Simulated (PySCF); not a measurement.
Input file for PySCF: R-HF/3-21G on C3H9B (SMILES BCCC).

```python
from pyscf import gto, scf, dft, mp
from pyscf.data.elements import chemcore

mol = gto.M(
    atom='''
    B     1.60524962    0.88188778   -0.06049687
    C     0.78165729   -0.33147829   -0.56596738
    C    -0.40621438   -0.79826802    0.28030478
    C    -1.55343384    0.20880007    0.26612617
    H     1.52852847    1.25567756    1.07275193
    H     2.38556137    1.42442018   -0.78364118
    H     1.55332106   -1.12489143   -0.60495157
    H     0.49265094   -0.21202478   -1.61725303
    H    -0.77002918   -1.76570376   -0.07818415
    H    -0.07440083   -0.95513146    1.31085542
    H    -2.39439833   -0.12995101    0.87379937
    H    -1.91987636    0.37011594   -0.75099083
    H    -1.22861582    1.17654722    0.65764733
    ''',
    basis='3-21g',
    charge=0, spin=0, verbose=3, max_memory=1800)
mf = scf.RHF(mol)
mf.conv_tol = 1e-8
mf.max_cycle = 100
mf.kernel()
if not mf.converged:
    mf = mf.newton().run(mf.mo_coeff, mf.mo_occ)
```

### Question
Give the final energy of this run.

### Answer
-142.7123 hartree.
